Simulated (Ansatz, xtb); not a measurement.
**C3H10B2NP: which of two isomers lies lower**

We compare X, `B/C=C(/C)B(N)P`, a singlet, with Y, `BN(BP)CC=C`, a singlet. Both are isolated molecules in the gas phase, relaxed with r2SCAN-D4/def2-SVP; the shapes shown needn't be the lowest conformers.

X (Å):

```xyz
17

C    -0.6400   -0.0211    1.3488
C     0.3604   -0.0614    0.4115
C     1.8009   -0.2100    0.8101
B    -2.1346    0.0363    1.0189
B     0.0914    0.0119   -1.1417
N    -0.3676    1.1892   -1.7334
P     0.6770   -1.4824   -2.2369
H    -2.9651    0.0783    1.8989
H    -2.5124    0.0275   -0.1316
H    -0.3170   -0.0801    2.4014
H     2.4159    0.6045    0.3876
H     2.2219   -1.1397    0.3852
H     1.9343   -0.2284    1.9026
H    -0.6234    2.0007   -1.1808
H    -0.5414    1.3002   -2.7254
H    -0.3421   -1.4031   -3.2336
H     0.0335   -2.5051   -1.4801
```

Y (Å):

```xyz
17

C     0.4659   -0.3841    0.9827
C     0.5877    0.8599    1.8142
C    -0.3200    1.8355    1.9203
B    -1.9117   -1.0926    0.7895
B    -0.8406    0.0961   -1.1167
N    -0.7696   -0.4758    0.1988
P     0.6645    0.8550   -2.0187
H    -1.8146   -1.5478    1.9055
H    -2.9401   -1.1475    0.1655
H    -1.8676   -0.0311   -1.7360
H    -0.0264    1.8552   -2.7559
H     1.1839    1.7104   -1.0052
H     0.5334   -1.2619    1.6498
H     1.3406   -0.4587    0.3088
H     1.5246    0.9313    2.3830
H    -0.1420    2.7014    2.5635
H    -1.2662    1.8056    1.3705
```

Quicker runs give these differences E(Y) − E(X): GFN2-xTB −1.039 eV; HF/STO-3G −0.527 eV (at GFN2-xTB geometries); r2SCAN-D4/def2-SVP//GFN2-xTB +0.018 eV.

Estimate E(Y) − E(X) at the level CCSD(T)/def2-SVP + ΔMP2/def2-TZVPP.

Calculated at CCSD(T)/def2-SVP + ΔMP2/def2-TZVPP: E(Y) − E(X) = −0.130 eV, so structure Y lies lower.

How the difference moves with the method:

| level | geometry | E(Y) − E(X) (eV) | departure from the last row (eV) | job, with rough time for the two |
| --- | --- | --- | --- | --- |
| GFN2-xTB | GFN2-xTB | −1.039 | −0.909 | optimisation, 0.37 s |
| HF/STO-3G | GFN2-xTB | −0.527 | −0.396 | single point, 0.32 s |
| r2SCAN-D4/def2-SVP//GFN2-xTB | GFN2-xTB | +0.018 | +0.148 | single point, 3.6 s |
| r2SCAN-D4/def2-SVP | r2SCAN-D4/def2-SVP | −0.019 | +0.111 | optimisation, 57 s |
| HF/def2-SVP | r2SCAN-D4/def2-SVP | −0.150 | −0.020 | part of the CCSD(T) run |
| MP2/def2-SVP | r2SCAN-D4/def2-SVP | −0.132 | −0.001 | part of the CCSD(T) run |
| CCSD(T)/def2-SVP | r2SCAN-D4/def2-SVP | −0.187 | −0.057 | single point |
| CCSD(T)/def2-SVP + ΔMP2/def2-TZVPP | r2SCAN-D4/def2-SVP | −0.130 |  | single point, 72 s |

As drawn, Y has 1 B–N, 1 C–N, 1 B–H, 1 C–H in place of 2 C–B, 2 N–H.

r2SCAN-D4/def2-SVP//GFN2-xTB, r2SCAN-D4/def2-SVP find them nearly level. The largest departure from CCSD(T)/def2-SVP + ΔMP2/def2-TZVPP is that of GFN2-xTB, 0.909 eV. The last row adds to CCSD(T) the change of the MP2 difference between the two basis sets, here +0.057 eV.

With thermal terms from frequencies at re-optimised GFN2-xTB minima (ideal gas, soft modes damped towards free rotors, one conformer each, 298.15 K, 1 atm): the zero-point term adds +0.008 eV; ΔH is −0.153 and ΔG −0.093 eV.

The correlated steps freeze 11 core orbitals. Codes used: Ansatz 0.2.0, xtb 6.7.1; the last row on 4 threads of Arm Neoverse V2 on a shared host.
